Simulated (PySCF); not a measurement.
Geometry:
```csv
atom,x (Å),y (Å),z (Å)
C1,-3.037,-1.545,-0.728
C2,-2.230,-0.504,-0.809
C3,-0.779,-0.583,-1.178
C4,0.072,-0.129,-0.014
C5,0.606,-1.007,0.836
Si6,1.654,-0.616,2.339
C7,0.267,1.343,0.097
Si8,1.701,1.943,-1.013
H9,-2.698,-2.545,-0.947
H10,-4.071,-1.445,-0.445
H11,-2.599,0.487,-0.580
H12,-0.592,0.067,-2.037
H13,-0.529,-1.609,-1.451
H14,0.412,-2.057,0.646
H15,0.916,0.219,3.296
H16,2.007,-1.881,2.989
H17,2.885,0.090,1.967
H18,0.484,1.617,1.130
H19,-0.646,1.865,-0.196
H20,1.863,3.385,-0.815
H21,1.376,1.694,-2.421
H22,2.928,1.229,-0.668
```

Method: σ from GIAO-PBE0/pcSseg-1, structure optimised with GFN2-xTB, in PySCF 2.14.0 with density-fitted response routines (averaged over atoms made equivalent by symmetry, fast rotation or ring inversion, relativity neglected, single conformer, isolated molecule).

Shifts are taken against calculated references (same method and geometry level): 13C (186.93 ppm), 1H (31.72 ppm), 29Si (349.16 ppm) vs TMS.

| atoms | nucleus | count | δ (ppm) |
| --- | --- | --- | --- |
| H20/H21/H22 | 1H | 3 | ? |
| H9 | 1H | 1 | 5.40 |
| H14 | 1H | 1 | 5.52 |
| H12/H13 | 1H | 2 | ? |
| C5 | 13C | 1 | 115.9 |
| C7 | 13C | 1 | 21.9 |
| Si6 | 29Si | 1 | -89.8 |
| C3 | 13C | 1 | ? |
| H18/H19 | 1H | 2 | 1.96 |
| H11 | 1H | 1 | ? |
| C4 | 13C | 1 | 170.0 |
| C2 | 13C | 1 | 144.8 |
| H15/H16/H17 | 1H | 3 | 4.11 |
| H10 | 1H | 1 | ? |
| Si8 | 29Si | 1 | -72.1 |
| C1 | 13C | 1 | 121.0 |

**Question.** Fill in the missing shifts.

**Answer.** 
- C3: 52.0 ppm, allylic sp3 CH2; aliphatic region, no heteroatom directly attached
- H11: 6.27 ppm, hydrogen on an alkene CH; olefinic region
- H10: 5.25 ppm, hydrogen on a terminal =CH2 carbon; a vinylic proton, deshielded by the sp2 carbon and the C=C anisotropy
- H20/H21/H22: 3.96 ppm, hydrogen on a silicon bonded to C
- H12/H13: 2.93 ppm, hydrogen on an allylic sp3 CH2; allylic position

Shifts are as computed. Against solution values, carbons near 30 ppm lie about +3 ppm off and those near 130 ppm about +5 ppm. Of 1211 compounds with measured shifts, 218 miss one by over three times the rms of a fit or turn the order of signals round; such compounds aren't used in these exercises.
